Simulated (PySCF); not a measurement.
Compound: C5H9BO2.
InChI=1S/C5H9BO2/c1-4(2)5(3)6(7)8/h7-8H,1,3H2,2H3

Torsions of this conformer, `[CH2:1]=[C:2]([CH3:3])[C:4](=[CH2:5])[B:6]([OH:7])[OH:8]`: C1–C2–C4–C5 179°, C2–C4–B6–O7 41°, H–O7–B6–C4 178°, H–O8–B6–C4 6°.

The closed-shell ground state was solved at several levels (PySCF, density fitting, gas phase, non-relativistic). Geometry: PBE0-D3(BJ)/def2-SVP, one conformer, isolated molecule.

```csv
level,basis functions,HOMO (eV),LUMO (eV),gap (eV),dipole (D)
B3LYP/pcJ-1,306,-6.49,-1.15,5.34,1.32
PBE0/pcSseg-1,181,-6.72,-0.97,5.75,1.32
B3LYP/def2-SVPD,238,-6.56,-1.27,5.29,1.22
```

(1) Estimate the row for B3LYP/pcSseg-1, a basis of 181 functions; the other rows only guide the guess.

(2) Over all these levels, which gives the widest orbital gap and which the narrowest?

(3) How much does the basis alone move the frontier levels among the 3 B3LYP rows (the withheld one included)?

(4) How far do the dipole and the HOMO energy spread over the levels?

## Answers

(1) HOMO -6.50 eV, LUMO -1.15 eV, gap 5.35 eV, dipole 1.29 D.

(2) PBE0/pcSseg-1 (global hybrid, 25 % exact exchange) has the widest, 5.75 eV, and B3LYP/def2-SVPD (global hybrid, 20 % exact exchange) the narrowest, 5.29 eV. Functional and basis both differ between the two, so the spread mixes both effects.

(3) The HOMO by 0.07 eV and the LUMO by 0.12 eV. By rising basis size (HOMO, LUMO in eV): pcSseg-1 -6.50, -1.15; def2-SVPD -6.56, -1.27; pcJ-1 -6.49, -1.15.

(4) The dipole runs from 1.22 to 1.32 D (mean 1.29 D) and the HOMO from -6.72 to -6.49 eV.
